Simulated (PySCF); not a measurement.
# Computed spin Hamiltonian

C6H5O3 (doublet state).
Atom-mapped SMILES: `[O:1]=[c:2]1[cH:3][cH:4][o:5][c:6]([CH:7][OH:8])[cH:9]1` (hydrogens: H10 on C3; H11 on C4; H12 on C7; H13 on O8; H14 on C9)

Cartesian coordinates in Å at the GFN2-xTB level; atoms count from 1:
```xyz
14
C6H5O3 angstrom
O      1.6803    2.3623   -0.0813
C      1.2254    1.2262   -0.0507
C      2.0582    0.0157   -0.0362
C      1.4995   -1.1987   -0.0023
O      0.1783   -1.4433    0.0256
C     -0.6730   -0.3693    0.0162
C     -2.0160   -0.7223    0.0534
O     -3.0469    0.1267    0.0556
C     -0.1848    0.9319   -0.0261
H      3.1282    0.1342   -0.0553
H      2.0641   -2.1214    0.0060
H     -2.3075   -1.7597    0.0861
H     -2.7430    1.0456    0.0289
H     -0.8635    1.7715   -0.0421
```

The hyperfine couplings belong to this conformer and change with its torsions.

The calculation used UKS B3LYP, pcH-1 on C H O, non-relativistic, mean-field spin-orbit, GIAO in PySCF. One conformer (not necessarily the lowest) at the GFN2-xTB geometry, without solvent, vibrations or thermal averaging. The geometry wasn't refined by DFT: couplings that depend on bond lengths, twists or pyramidal angles can differ widely from those at the functional's own minimum. The SCF solution wasn't tested for stability.

```
g1, g2, g3                      : 2.00210, 2.00363, 2.00535
g_iso                           : 2.00369
Form of g                       : rhombic: the two nearest values differ by 47 % of g3 − g1
⟨S²⟩                            : 0.7661 (exact 0.7500)
α and β electrons               : 33, 32
HOMO–LUMO gap, α and β orbitals : 4.52, 3.65 eV
```

Isotropic coupling and dipolar principal values T1 to T3, in mT; ρ(0) is the spin density at the nucleus (MHz turned into mT with g_iso):

| atom | isotope | a_iso | T1 | T2 | T3 | Mulliken spin population | ρ(0) (bohr⁻³) |
| --- | --- | --- | --- | --- | --- | --- | --- |
| O1 | 17O | -0.22 | -1.01 | 0.49 | 0.52 | 0.09 | 0.0100 |
| C2 | 13C | -0.64 | -0.15 | 0.03 | 0.12 | -0.05 | -0.0159 |
| C3 | 13C | 0.04 | -0.11 | -0.07 | 0.17 | 0.03 | 0.0010 |
| C4 | 13C | -0.10 | -0.02 | 0.00 | 0.02 | -0.01 | -0.0025 |
| O5 | 17O | -0.03 | -0.21 | 0.09 | 0.12 | 0.02 | 0.0014 |
| C6 | 13C | -1.46 | -0.57 | 0.21 | 0.36 | -0.14 | -0.0363 |
| C7 | 13C | 1.73 | -1.82 | -1.77 | 3.59 | 0.57 | 0.0432 |
| O8 | 17O | -0.57 | -1.88 | 0.91 | 0.97 | 0.11 | 0.0264 |
| C9 | 13C | 1.24 | -1.21 | -1.16 | 2.37 | 0.43 | 0.0309 |
| H10 | 1H | -0.10 | -0.05 | -0.04 | 0.09 | 0.00 | -0.0006 |
| H11 | 1H | 0.01 | -0.04 | -0.01 | 0.05 | 0.00 | 0.0001 |
| H12 | 1H | -1.51 | -0.84 | -0.06 | 0.90 | -0.03 | -0.0095 |
| H13 | 1H | -0.35 | -0.31 | -0.25 | 0.57 | 0.00 | -0.0022 |
| H14 | 1H | -0.91 | -0.44 | -0.07 | 0.52 | -0.02 | -0.0057 |

The Mulliken spin populations are largest on C7 (+0.57), C9 (+0.43), C6 (-0.14) and O8 (+0.11). The angles at C7 add up to 360.0°, so it is planar; its axial dipolar tensor and the negative coupling of its proton fit spin in a p orbital normal to that plane.

C7, the radical centre as drawn in `O=c1ccoc([CH]O)c1`, holds a spin population of +0.57 out of 1.

Axes: g1 is normal to the molecular plane, g2 points within 9° of the C7–O8 bond and g3 points within 11° of the C6–C9 bond.

Under fast tumbling the dipolar parts average out, and these isotropic splittings remain: 1 × 1H (H12, I = 1/2, 2 lines) with 1.51 mT, 1 × 1H (H14, I = 1/2, 2 lines) with 0.91 mT, 1 × 1H (H13, I = 1/2, 2 lines) with 0.35 mT and 1 × 1H (H10, I = 1/2, 2 lines) with 0.10 mT.

The 17O coupling of O8 (-16.0 MHz) shows only in satellite lines or after enrichment, since that isotope makes up about 0.038 % of natural oxygen.

The 13C coupling of C7 (48.6 MHz) shows only in satellite lines or after enrichment, since that isotope makes up about 1.07 % of natural carbon.

Examples of negative spin density at the nucleus (bohr⁻³): C6 (-0.0363), C2 (-0.0159) and H12 (-0.0095).
